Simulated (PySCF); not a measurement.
Coordinates in bohr (charge 0 multiplicity 1):
```
Zr    0.0000   -0.2934    0.5072
O     0.0000    0.5698    3.6494
Cl    3.9795    0.2841   -1.5056
Cl   -3.9795    0.2841   -1.5056
```

Method: PBE0/[Zr def2-SVP with ECP28, O def2-SVP, Cl def2-SVP], scalar-relativistic core potentials, density fitting, no spin–orbit coupling, PySCF.

This geometry of ZrOCl2 is a stationary point at this level.

**Question.** What is the point group?

**Answer.** Cs.

**Question.** Is it a minimum?

**Answer.** Yes: all harmonic wavenumbers are real, though the softest, 60 cm⁻¹, leaves little margin.

**Question.** Which band is strongest in the infrared?

**Answer.** 1002 cm⁻¹ (a'), 219 km/mol.

**Question.** What is the atomisation energy, with and without zero-point energy?

**Answer.** 1732 kJ/mol without, 1719 kJ/mol with.

Other isomers or separated fragments may lie lower.
